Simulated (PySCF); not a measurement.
Precursor series Mo F-NH2. All species are isolated molecules in the gas phase. One relaxed conformer stands for each flexible species; it need not be the lowest. In the def2 sets, heavy atoms carry core potentials. All members: neutral, multiplicity 1. Level: TPSSh-D3(BJ)/def2-TZVP // BP86-D3(BJ)/def2-SVP (PySCF), beside PBE-D3(BJ)/def2-TZVP // BP86-D3(BJ)/def2-SVP (PySCF) at the same geometries.  Orbital energies are measured against the vacuum level.

```json
[
 {"species": "[Mo(F)6]", "HOMO, PBE (eV)": "-10.68", "HOMO, TPSSh-D3(BJ) (eV)": "-11.66"},
 {"species": "[Mo(F)5(NH2)]", "HOMO, PBE (eV)": "-7.99", "HOMO, TPSSh-D3(BJ) (eV)": "-8.70"},
 {"species": "[Mo(F)4(NH2)2]", "HOMO, PBE (eV)": "-7.38", "HOMO, TPSSh-D3(BJ) (eV)": "-8.05"},
 {"species": "[Mo(F)3(NH2)3]", "HOMO, PBE (eV)": "-6.60", "HOMO, TPSSh-D3(BJ) (eV)": "-7.22"},
 {"species": "[Mo(F)2(NH2)4]", "HOMO, PBE (eV)": "-5.63", "HOMO, TPSSh-D3(BJ) (eV)": "-6.19"},
 {"species": "[Mo(F)(NH2)5]", "HOMO, PBE (eV)": "-5.21", "HOMO, TPSSh-D3(BJ) (eV)": "withheld"},
 {"species": "[Mo(NH2)6]", "HOMO, PBE (eV)": "-4.91", "HOMO, TPSSh-D3(BJ) (eV)": "-5.44"}
]
```

Q: Fit y = a + b·x, y being the HOMO at the first level, to the 6 complete rows by least squares, with x = the PBE value in eV. Give a, b and the rms residual, and predict the withheld value.

A: Means of the 6 rows: x̄ = -7.1983, ȳ = -7.8767 eV. Σ(x − x̄)² = 20.836 and Σ(x − x̄)(y − ȳ) = 22.47, so b = 1.078 and a = ȳ − b·x̄ = -0.117 eV. The rms residual is 0.024 eV. At x = -5.21 the line gives -5.73 eV. The run for [Mo(F)(NH2)5] gave -5.76 eV, so the line is off by 0.03 eV, within twice the rms residual.

Codes: PySCF.
